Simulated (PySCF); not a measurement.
## Trend along group 12: MH cations

HF with triple-zeta basis sets in PySCF, for the lowest determinant that a PBE0 search found; no spin–orbit coupling. De refers to high-spin ground-configuration atoms (the charge goes to the atom of lower measured ionisation energy or higher electron affinity, which is not always the lowest computed limit). A positive dipole points towards H; it is taken about the centre of mass and depends on that origin.

| M | basis | reference | charged atom | state (unpaired electrons) | Re (Å) | ωe (cm⁻¹) | De (eV) | μ (D) |
| --- | --- | --- | --- | --- | --- | --- | --- | --- |
| Zn | def2-TZVPPD | RHF | Zn+ | singlet (closed shell) | 1.546 | 1971 | 1.20 | -2.52 |
| Cd | def2-TZVP | RHF | Cd+ | singlet (closed shell) | 1.684 | 1874 | 0.90 | -2.72 |
| Hg | def2-TZVP | RHF | Hg+ | singlet (closed shell) | 1.623 | 2058 | 1.24 | -1.37 |

The shortest bond is that of ZnH⁺ (1.546 Å), the longest that of CdH⁺ (1.684 Å).

The rows differ in basis set, which adds steps of its own.

Down a group the atoms grow and get heavier, so bonds lengthen and wavenumbers fall; the exceptions here are the shorter bond at Hg and the higher wavenumber at Hg. Relativity and the filled 4f shell contract the atoms of the sixth period.

Spin–orbit coupling is left out. For an ion De counts to the pair picked by the measured ionisation energies or electron affinities, which need not be the lowest pair at this level. Where the molecule has an RHF reference, its open-shell atoms are computed with UHF. Hartree–Fock leaves out correlation, which carries a large part of most bond energies and some tenths to 1 eV of ionisation energies.
